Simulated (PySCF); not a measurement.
Match the calculated data to a structure.

All candidates are C3H5FN2Si.

* 1H NMR: chemical shifts (computed TMS as zero) by class: 8.69 (1 H), 5.39 (1 H), 5.08 (3 H) ppm [GIAO PBE0/pcSseg-1]
* Rotational structure: rotational constants A, B, C: 3.415, 1.394, 1.086 GHz [GFN2-xTB]
* UV, first state: lowest singlet excitation: 4.08 eV (304 nm, f = 0.000) [TDDFT CAM-B3LYP/def2-SVPD]
* Triplet: lowest triplet excitation (Tamm–Dancoff): 3.51 eV [TDA CAM-B3LYP/def2-SVPD]
* Dipole: 2.70 D [CAM-B3LYP/def2-SVPD]
* 13C NMR: chemical shifts (computed TMS as zero) by class: 172.1 (1 C), 117.6 (1 C), 81.4 (1 C) ppm [GIAO PBE0/pcSseg-1]
* Polarisability: 72.0 au [CAM-B3LYP/def2-SVPD]
* NMR, other nuclei: isotropic shieldings of nuclei other than C and H, by class: -120 (1 N), -54 (1 N), 401 (1 F), 416 (1 Si) ppm [GIAO PBE0/pcSseg-1]
* UV, strongest line: among the 8 lowest singlet transitions: S5 at 7.51 eV (165 nm, f = 0.224) [TDDFT CAM-B3LYP/def2-SVPD]

The electronic properties come from PySCF, for the isolated species, density fitting. Levels stand in brackets. The structure is a single GFN2-xTB conformer in the gas phase; no vibrational or solvent corrections. Each NMR value is the plain mean over a class of atoms that symmetry, rotation or inversion makes alike.

Question: Which candidate is it?
A. `N#C[C@@H](F)/C=N\[SiH3]`
B. `Fc1ccn([SiH3])n1`
C. `N#C[C@@H](F)/C=N/[SiH3]`

Answer: A. It is `N#C[C@@H](F)/C=N\[SiH3]`. Numbering: `[N:1]#[C:2][C@@H:3]([F:4])/[CH:5]=[N:6]\[SiH3:7]`. Its formula, C3H5FN2Si, gives 3 degrees of unsaturation: 0 rings and 3 π bonds in the structure found. 3 carbons fall into 3 classes; from least to most shielded: C=N carbon [C5] (172.1 ppm), nitrile carbon [C2] (117.6 ppm), sp3 C–F carbon [C3] (81.4 ppm). Hydrogen classes from least to most shielded: 1 H on a C=N carbon, C5 (8.69 ppm), 1 H on an sp3 C–F carbon, C3 (5.39 ppm), 3 H on an SiH3 silicon, Si7 (5.08 ppm). The other shieldings belong to: -120 ppm, C=N nitrogen [N6]; -54 ppm, nitrile nitrogen [N1]; 401 ppm, alkyl fluorine [F4]; 416 ppm, SiH3 silicon [Si7]. S1 is mainly HOMO→LUMO (weight 0.95); the largest Löwdin shares of the orbital it empties are 0.53 on the C=N nitrogen, 0.13 on the C=N carbon, 0.10 on the SiH3 silicon and 0.07 on the sp3 C–F carbon, of the orbital it fills 0.33 on the C=N carbon, 0.28 on the C=N nitrogen, 0.09 on the sp3 C–F carbon and 0.07 on the SiH3 silicon. The optimised geometry has point group C1 and is an asymmetric top.

The others, at the same levels:
- `N#C[C@@H](F)/C=N/[SiH3]` fails: its computed static isotropic polarisability is 74.1 au (against 72.0 au), rotational constant A is 4.223 GHz (against 3.415 GHz) and smallest rotational constant is 0.860 GHz (against 1.086 GHz).
- `Fc1ccn([SiH3])n1` fails: its computed 13C shifts are 177.2 (1 C), 140.5 (1 C), 99.4 (1 C) ppm, 1H shifts are 7.42 (1 H), 6.09 (1 H), 5.14 (3 H) ppm and lowest singlet excitation is 6.57 eV (189 nm, f = 0.169) (against 4.08 eV).

Each candidate is one conformer, not necessarily the lowest. The conformers computed, where there is a choice (atom-mapped SMILES and torsion angles):
- `[N:1]#[C:2][C@@H:3]([F:4])/[CH:5]=[N:6]\[SiH3:7]`: C2–C3–C5–N6 71°
- `[N:1]#[C:2][C@@H:3]([F:4])/[CH:5]=[N:6]/[SiH3:7]`: C2–C3–C5–N6 84°
